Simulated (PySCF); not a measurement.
Compound: C₆H₆OP (charge -1).
SMILES with atom numbers: `[CH2:1]=[CH:2][P-:3][c:4]1[cH:5][cH:6][cH:7][o:8]1`

NICS is the negative of the GIAO shielding at a point without a nucleus: at the ring centre (0) and 1 Å above and below it (1); zz is the component along the ring normal. Level: GIAO PBE0/pcSseg-1 (PySCF, non-relativistic, gas phase) on the GFN2-xTB geometry, one conformer.

Ring bond lengths (Å), with Mayer bond orders in brackets: C4–C5 1.385 (1.44), C5–C6 1.407 (1.29), C6–C7 1.360 (1.58), C7–O8 1.360 (1.03), O8–C4 1.359 (1.01).

Question: What do the NICS probes read (ppm)?

Answer: 
```json
{"ring": "C4–C5–C6–C7–O8", "type": "5-membered ring with O; formal bonds all aromatic", "NICS(0)": "-9.3", "NICS(1), two faces": "-8.0 / -8.0", "NICS(1)zz, two faces": "-20.0 / -20.0", "rms pucker (Å)": "0.00", "centre to ring atoms, mean (Å)": "1.17"}
```

Question: What can be read from them?

Answer: 
- C4–C5–C6–C7–O8: mean NICS(1)zz -20.0 ppm, shielded.

Question: And the bond-length index? HOMA = 1 − mean of α(R − Ropt)² over the ring bonds, with Krygowski's 1993 parameters (CC: Ropt 1.388 Å, α 257.7 Å⁻²; CO: Ropt 1.265 Å, α 157.38 Å⁻²).

Answer: 
- C4–C5–C6–C7–O8: HOMA 0.38; the largest term is that of C7–O8, α(R − Ropt)² = 1.42.

Question: At the second NICS(1) probe listed for ring C4–C5–C6–C7–O8, 1 Å off the ring, what do the in-plane components average?

Answer: The isotropic value is a third of the trace: (3 × -8.0 − (-20.0))/2 = -2.0 ppm.

The run took 26 s wall on an Arm Neoverse V1 with one thread, no GPU (shared host). This is the whole shielding run at PBE0/pcSseg-1, SCF included.

Shape of the structure used: `[CH2:1]=[CH:2][P-:3][c:4]1[cH:5][cH:6][cH:7][o:8]1`: C1–C2–P3–C4 180°, C2–P3–C4–C5 180°.
